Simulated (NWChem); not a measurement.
## Correlation energy of ClGa

```xyz
2

Ga     0.0000     0.0000    -0.7909
Cl     0.0000     0.0000     1.4423
```
Charge 0, spin multiplicity 1.

All runs are NWChem calculations. Structure: optimised with B3LYP/def2-SVP, a minimum by its harmonic frequencies.

Basis set: STO-3G. Each correlation energy counts from its own Hartree-Fock reference.

The Hamiltonian is non-relativistic. The correlated methods keep 14 core orbitals frozen. The structure started from a generated list of species. No row is a measurement; the coupled-cluster row has its own basis-set and correlation limits.

| method | correlation energy (mHa) | remark |
|---|---|---|
| MP2 | -41.8 | - |
| SCS-MP2 | ___ | - |
| CCSD | -54.9 | - |
| CCSD+T(CCSD) | -235.1 | - |
| CCSD(T) | -191.0 | - |
| CR-CCSD[T] | ___ | large amplitudes |
| CR-CCSD(T) | -202.7 | large amplitudes |

Task: Fill in the missing entries.

Result: 
- SCS-MP2, correlation energy (mHa): -43.2
- CR-CCSD[T], correlation energy (mHa): -253.2
